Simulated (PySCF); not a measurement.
PySCF input file for Si(F)2(OH)(SMe) (CH4F2OSSi), SMILES CS[Si](O)(F)F, TDDFT-LC-ωPBE/def2-SVPD. Coordinates come from a B3LYP-D3(BJ)/def2-SVP optimisation. The structure was generated by enumeration, and PubChem lists no compound with its InChIKey, so it may never have been made. One conformer was computed; it need not be the lowest.

```python
import numpy as np
from pyscf import gto, scf, dft, tdscf

mol = gto.M(
    atom='''
    C     2.07499385    0.74193249   -0.86483464
    S     1.42018134   -0.41514617    0.41520739
    Si   -0.63093589   -0.07495167    0.10800467
    O    -0.94543143    1.53571883    0.08949720
    F    -1.43632107   -0.83786896    1.27593161
    F    -1.19650965   -0.69191307   -1.27733088
    H     1.67419683    1.75147122   -0.70902129
    H     1.83268723    0.38541283   -1.87497147
    H     3.16498676    0.75269831   -0.73658885
    H    -1.75270514    1.83277257   -0.34917803
    ''',
    basis='def2-SVPD',
    charge=0,
    spin=0,
    max_memory=1600,
    verbose=4,
)
mf = dft.RKS(mol, xc='lc_wpbe').density_fit(auxbasis='def2-universal-jkfit')
mf.grids.level = 3
mf.conv_tol = 1e-9
mf.max_cycle = 100
mf.kernel()
mf.grids = dft.Grids(mol).set(level=1).build(with_non0tab=True)  # coarser grid for the response kernel
td = tdscf.TDDFT(mf)
td.singlet = True
td.nstates = 10
td.conv_tol = 1e-4
td.positive_eig_threshold = 1e-6
td.kernel(x0=td.get_init_guess(mf, 15))
td.analyze()
tt = tdscf.TDA(mf)
tt.singlet = False
tt.nstates = 4
tt.conv_tol = 1e-4
tt.positive_eig_threshold = 1e-6
tt.kernel(x0=tt.get_init_guess(mf, 9))
tt.analyze(verbose=3)
```

It prints:

```
PySCF version 2.14.0

[INPUT] verbose = 4
[INPUT] num. atoms = 10
[INPUT] num. electrons = 66
[INPUT] charge = 0
[INPUT] spin (= nelec alpha-beta = 2S) = 0
[INPUT] symmetry False subgroup None
[INPUT] Mole.unit = angstrom
[INPUT] Symbol           X                Y                Z      unit          X                Y                Z       unit  Magmom
[INPUT]  1 C      2.074993850000   0.741932490000  -0.864834640000 AA    3.921170086657   1.402049209017  -1.634300612637 Bohr   0.0
[INPUT]  2 S      1.420181340000  -0.415146170000   0.415207390000 AA    2.683753779818  -0.784512562962   0.784628251995 Bohr   0.0
[INPUT]  3 Si    -0.630935890000  -0.074951670000   0.108004670000 AA   -1.192296034259  -0.141638128879   0.204099246474 Bohr   0.0
[INPUT]  4 O     -0.945431430000   1.535718830000   0.089497200000 AA   -1.786606472256   2.902087993037   0.169125196915 Bohr   0.0
[INPUT]  5 F     -1.436321070000  -0.837868960000   1.275931610000 AA   -2.714253449242  -1.583342862674   2.411161296575 Bohr   0.0
[INPUT]  6 F     -1.196509650000  -0.691913070000  -1.277330880000 AA   -2.261075543899  -1.307526204307  -2.413805533650 Bohr   0.0
[INPUT]  7 H      1.674196830000   1.751471220000  -0.709021290000 AA    3.163773487315   3.309800920858  -1.339856054586 Bohr   0.0
[INPUT]  8 H      1.832687230000   0.385412830000  -1.874971470000 AA    3.463276936688   0.728324693594  -3.543182569673 Bohr   0.0
[INPUT]  9 H      3.164986760000   0.752698310000  -0.736588850000 AA    5.980958164275   1.422393660323  -1.391951192908 Bohr   0.0
[INPUT] 10 H     -1.752705140000   1.832772570000  -0.349178030000 AA   -3.312132691717   3.463438205915  -0.659850845415 Bohr   0.0

nuclear repulsion = 407.88044580561
number of shells = 72
number of NR pGTOs = 256
number of NR cGTOs = 172
basis = def2-SVPD
ecp = {}


******** <class 'pyscf.df.df_jk.DFRKS'> ********
method = DFRKS
initial guess = minao
damping factor = 0
level_shift factor = 0
DIIS = <class 'pyscf.scf.diis.CDIIS'>
diis_start_cycle = 1
diis_space = 8
diis_damp = 0
SCF conv_tol = 1e-09
SCF conv_tol_grad = None
SCF max_cycles = 100
direct_scf = False
XC library pyscf.dft.libxc version 7.1.2
    S. Lehtola, C. Steigemann, M. J. T. Oliveira, and M. A. L. Marques,  SoftwareX 7, 1–5 (2018)
XC functionals = lc_wpbe
    O. A. Vydrov and G. E. Scuseria,  J. Chem. Phys. 125, 234109 (2006)
radial grids:
    Treutler-Ahlrichs [JCP 102, 346 (1995); DOI:10.1063/1.469408] (M4) radial grids

becke partition: Becke, JCP 88, 2547 (1988); DOI:10.1063/1.454033
pruning grids: <function nwchem_prune>
grids dens level: 3
symmetrized grids: False
atomic radii adjust function: <function treutler_atomic_radii_adjust>
small_rho_cutoff = 0
Set gradient conv threshold to 3.16228e-05
Initial guess from minao.
tot grids = 134016
Create RSH-DF object <pyscf.df.df.DF object> for omega=0.4
******** <class 'pyscf.df.df.DF'> ********
auxbasis = auxmol.basis = def2-universal-jkfit
init E= -1002.88129397362
  HOMO = -0.324841339386573  LUMO = -0.0152223574851509  gap/eV = 8.42516
cycle= 1 E= -1002.35659776093  delta_E= 0.525  |g|= 0.879  |ddm|= 3.78
  HOMO = -0.384972255680446  LUMO = 0.0480418079001672  gap/eV = 11.78291
cycle= 2 E= -1002.37949341132  delta_E= -0.0229  |g|= 0.89  |ddm|= 1.99
  HOMO = -0.379985784281657  LUMO = 0.050312349505091  gap/eV = 11.70901
cycle= 3 E= -1002.50757650525  delta_E= -0.128  |g|= 0.0561  |ddm|= 0.714
  HOMO = -0.383314310504272  LUMO = 0.0548778463314066  gap/eV = 11.92382
cycle= 4 E= -1002.50832332725  delta_E= -0.000747  |g|= 0.0186  |ddm|= 0.0996
  HOMO = -0.381232273344321  LUMO = 0.054914778728576  gap/eV = 11.86817
cycle= 5 E= -1002.50843624123  delta_E= -0.000113  |g|= 0.00672  |ddm|= 0.0534
  HOMO = -0.381663667860771  LUMO = 0.054855869057103  gap/eV = 11.87830
cycle= 6 E= -1002.50844879556  delta_E= -1.26e-05  |g|= 0.00197  |ddm|= 0.0122
  HOMO = -0.381754166746451  LUMO = 0.0548732111053551  gap/eV = 11.88124
cycle= 7 E= -1002.50844951222  delta_E= -7.17e-07  |g|= 0.000898  |ddm|= 0.00359
  HOMO = -0.381745285297975  LUMO = 0.0548516864476554  gap/eV = 11.88041
cycle= 8 E= -1002.50845020627  delta_E= -6.94e-07  |g|= 0.000228  |ddm|= 0.00176
  HOMO = -0.381755410379085  LUMO = 0.054853526978349  gap/eV = 11.88073
cycle= 9 E= -1002.50845022619  delta_E= -1.99e-08  |g|= 6.88e-05  |ddm|= 0.000491
  HOMO = -0.381762132992478  LUMO = 0.0548529816520054  gap/eV = 11.88090
cycle= 10 E= -1002.50845022663  delta_E= -4.43e-10  |g|= 1.34e-05  |ddm|= 0.000201
  HOMO = -0.38175987271031  LUMO = 0.0548535542487714  gap/eV = 11.88086
Extra cycle  E= -1002.50845022673  delta_E= -9.75e-11  |g|= 7.44e-06  |ddm|= 4.37e-05
converged SCF energy = -1002.50845022673
tot grids = 43576
Overwritten attributes  positive_eig_threshold  of <class 'pyscf.tdscf.rks.TDDFT'>


******** <class 'pyscf.tdscf.rks.TDDFT'> for <class 'pyscf.df.df_jk.DFRKS'> ********
nstates = 10 singlet
deg_eia_thresh = 1.000e-03
wfnsym = None
conv_tol = 0.0001
eigh lindep = 1e-12
eigh level_shift = 0
eigh max_cycle = 100


Excitation energies (eV)
[6.07382728 7.23221948 8.1264003  8.42671816 8.62383105 8.74468639
 8.92652758 9.04169895 9.07712779 9.22440259]

** Singlet excitation energies and oscillator strengths **
Excited State   1:      6.07383 eV    204.13 nm  f=0.0005
      33 -> 34       -0.37575
      33 -> 35       -0.47075
      33 -> 38       -0.10160
      33 -> 39       -0.19602
      33 -> 40       -0.10431
      33 -> 41       -0.15486
      33 -> 42       -0.21047
Excited State   2:      7.23222 eV    171.43 nm  f=0.0344
      33 -> 34        0.42609
      33 -> 35       -0.34271
      33 -> 36        0.30169
      33 -> 40       -0.14165
      33 -> 42        0.16840
      33 -> 43       -0.12605
      33 -> 45       -0.11172
Excited State   3:      8.12640 eV    152.57 nm  f=0.0045
      32 -> 34       -0.28408
      32 -> 35       -0.31981
      32 -> 39       -0.12602
      32 -> 41       -0.10343
      32 -> 42       -0.14443
      33 -> 36        0.15217
      33 -> 38       -0.10321
      33 -> 39        0.30641
      33 -> 41       -0.23448
      33 -> 43        0.16161
      33 -> 44        0.12887
Excited State   4:      8.42672 eV    147.13 nm  f=0.0057
      32 -> 34       -0.12156
      32 -> 35       -0.18165
      33 -> 36       -0.40589
      33 -> 37       -0.13241
      33 -> 38       -0.18333
      33 -> 41        0.19953
      33 -> 43       -0.28109
      33 -> 46       -0.20899
Excited State   5:      8.62383 eV    143.77 nm  f=0.0193
      33 -> 34       -0.16407
      33 -> 35       -0.17367
      33 -> 37        0.13990
      33 -> 38        0.37460
      33 -> 39        0.37794
      33 -> 42        0.11772
      33 -> 43       -0.21111
      33 -> 44        0.18571
Excited State   6:      8.74469 eV    141.78 nm  f=0.0693
      32 -> 35       -0.40089
      32 -> 40       -0.11968
      32 -> 43       -0.11006
      33 -> 37        0.30441
      33 -> 38        0.19360
      33 -> 39       -0.23538
      33 -> 41        0.12493
      33 -> 44       -0.13653
      33 -> 46        0.13314
Excited State   7:      8.92653 eV    138.89 nm  f=0.0842
      31 -> 34        0.17636
      32 -> 34       -0.20693
      33 -> 34       -0.16062
      33 -> 36        0.29516
      33 -> 37       -0.30208
      33 -> 38        0.22795
      33 -> 39       -0.21316
      33 -> 41        0.18066
      33 -> 43       -0.14038
Excited State   8:      9.04170 eV    137.12 nm  f=0.0345
      33 -> 34        0.14724
      33 -> 35       -0.14174
      33 -> 36       -0.23210
      33 -> 37       -0.42148
      33 -> 38        0.24812
      33 -> 40        0.17353
      33 -> 43        0.16530
      33 -> 46        0.20297
Excited State   9:      9.07713 eV    136.59 nm  f=0.0951
      31 -> 34        0.39568
      31 -> 35       -0.11450
      31 -> 36       -0.16076
      31 -> 38        0.10420
      32 -> 34       -0.30172
      32 -> 35        0.14839
      32 -> 36       -0.10522
      33 -> 34        0.12554
      33 -> 36       -0.17668
      33 -> 37        0.19703
      33 -> 46        0.11105
Excited State  10:      9.22440 eV    134.41 nm  f=0.1124
      31 -> 34       -0.37376
      31 -> 36        0.10176
      32 -> 34       -0.35069
      32 -> 35        0.12985
      32 -> 36       -0.31355
      32 -> 42       -0.10715
      33 -> 37        0.12131

** Transition electric dipole moments (AU) **
state          X           Y           Z        Dip. S.      Osc.
  1        -0.0045     -0.0371     -0.0460      0.0035      0.0005
  2         0.0333      0.3334      0.2859      0.1940      0.0344
  3         0.1183     -0.0555      0.0742      0.0226      0.0045
  4        -0.1426     -0.0813     -0.0216      0.0274      0.0057
  5         0.0704     -0.2478     -0.1583      0.0914      0.0193
  6        -0.4488     -0.1965      0.2886      0.3233      0.0693
  7        -0.5043      0.3377     -0.1282      0.3848      0.0842
  8        -0.2087      0.1628     -0.2925      0.1556      0.0345
  9        -0.6143      0.0817      0.2086      0.4275      0.0951
 10        -0.5641      0.2365     -0.3510      0.4973      0.1124

** Transition velocity dipole moments (imaginary part, AU) **
state          X           Y           Z        Dip. S.      Osc.
  1        -0.0005     -0.0053     -0.0072      0.0001      0.0002
  2         0.0093      0.0904      0.0775      0.0143      0.0358
  3         0.0368     -0.0165      0.0258      0.0023      0.0051
  4        -0.0449     -0.0310     -0.0116      0.0031      0.0067
  5         0.0229     -0.0713     -0.0432      0.0075      0.0157
  6        -0.1447     -0.0638      0.0993      0.0349      0.0724
  7        -0.1656      0.1152     -0.0398      0.0423      0.0859
  8        -0.0667      0.0543     -0.1016      0.0177      0.0355
  9        -0.2094      0.0274      0.0693      0.0494      0.0987
 10        -0.1962      0.0815     -0.1190      0.0593      0.1166

** Transition magnetic dipole moments (imaginary part, AU) **
state          X           Y           Z
  1        -0.3732      0.2183     -0.2241
  2         0.3182      0.1517     -0.2098
  3        -0.1706      0.0109      0.1627
  4         0.1629      0.2605      0.2089
  5        -0.9290     -0.1726      0.1531
  6        -0.0223      0.8699      0.6388
  7        -0.2184     -0.0547      0.0074
  8        -0.0108      0.0721     -0.0337
  9        -0.3970      0.1140      0.0111
 10         0.2425      0.7497      0.7955
Overwritten attributes  positive_eig_threshold  of <class 'pyscf.tdscf.rks.TDA'>


******** <class 'pyscf.tdscf.rks.TDA'> for <class 'pyscf.df.df_jk.DFRKS'> ********
nstates = 4 triplet
deg_eia_thresh = 1.000e-03
wfnsym = None
conv_tol = 0.0001
eigh lindep = 1e-12
eigh level_shift = 0
eigh max_cycle = 100


Excitation energies (eV)
[5.53188641 6.6296386  7.10984033 7.57605382]

** Triplet excitation energies and oscillator strengths **
Excited State   1:      5.53189 eV    224.13 nm  f=0.0000
Excited State   2:      6.62964 eV    187.02 nm  f=0.0000
Excited State   3:      7.10984 eV    174.38 nm  f=0.0000
Excited State   4:      7.57605 eV    163.65 nm  f=0.0000
```

Self-consistency was reached.
